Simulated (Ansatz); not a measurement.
AlBrClHO, SMILES `[OH][Al]([Cl])[Br]`, relaxed with RKS PBE-D4/def2-SVP in the Gaussian-basis code of Ansatz from a rough embedded geometry. The force threshold is 0.03 eV/Å; the program also tests the step.

The species carries charge 0 and has multiplicity 1.

Start:

```xyz
5

O     1.261   -0.396    0.688
Al   -0.130    0.050   -0.358
Cl   -0.279    2.103   -1.088
Br   -1.817   -1.468   -0.869
H     0.965   -0.289    1.626
```

Task: By how much does the energy fall, and how many steps does the optimiser take? (An estimate is asked.)

Result: Computed: 0.35 eV, in 7 steps, 1 of them rejected.

Task: Which bonds change most? (Estimate.)

Result: The calculation gave: O1–Al2 from 1.797 to 1.704 Å; Al2–Cl3 from 2.184 to 2.095 Å; Al2–Br4 from 2.326 to 2.253 Å; O1–H5 from 0.990 to 0.971 Å.

Task: Give the relaxed structure. (Best estimate.)

Result: Ansatz gave: 
```xyz
5

O     1.018    0.002    0.903
Al   -0.195    0.191   -0.280
Cl   -0.227    2.016   -1.307
Br   -1.711   -1.407   -0.753
H     1.115   -0.802    1.437
```
